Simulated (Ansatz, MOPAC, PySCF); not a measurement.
C₃H₈OTe, SMILES `C(C)([Te]O)C` (C–C–Te–O torsion -42°, C–Te–O–H torsion 94°), neutral singlet in the gas phase. In the def2 sets core potentials replace the inner electrons of Te.

Cartesian coordinates (Å):
SMILES: CC(C)[Te]O
```xyz
13

C     -0.0085     1.0899    -0.4696
C     -0.1401    -0.4151    -0.3021
C     -1.5154    -0.8713     0.1695
Te     1.3619    -1.1462     1.1467
O      2.8787    -0.0092     0.4330
H     -0.2907     1.6204     0.4548
H     -0.6707     1.4421    -1.2806
H      1.0241     1.3667    -0.7291
H      0.1240    -0.9222    -1.2418
H     -1.7864    -0.4046     1.1306
H     -2.2833    -0.5824    -0.5692
H     -1.5752    -1.9658     0.2890
H      2.8815     0.7977     0.9689
```
Charge 0, spin multiplicity 1.

All levels are single points at this geometry (B3LYP-D3(BJ)/def2-SVP); Pople sets use spherical d functions. Orbital energies aren't observables, and empty levels follow the basis.

CAM-B3LYP-D3(BJ)/def2-TZVP in Ansatz (an electronic-structure program) gives dipole (D) = 2.32.

Estimate the dipole (D) from each of these levels: B3LYP-D3(BJ)/def2-TZVP in Ansatz; PBE-D3(BJ)/def2-TZVP in Ansatz; B3LYP/6-31G* (LANL2DZ on Te) in PySCF; HF/6-31G* (LANL2DZ on Te) in PySCF; AM1 in MOPAC; PM3 in MOPAC; PM6 in MOPAC; PM7 in MOPAC.


```tsv
level	dipole (D)
B3LYP-D3(BJ)/def2-TZVP in Ansatz	2.24
PBE-D3(BJ)/def2-TZVP in Ansatz	2.11
B3LYP/6-31G* (LANL2DZ on Te) in PySCF	2.41
HF/6-31G* (LANL2DZ on Te) in PySCF	2.89
AM1 in MOPAC	2.22
PM3 in MOPAC	3.31
PM6 in MOPAC	4.18
PM7 in MOPAC	3.25
```
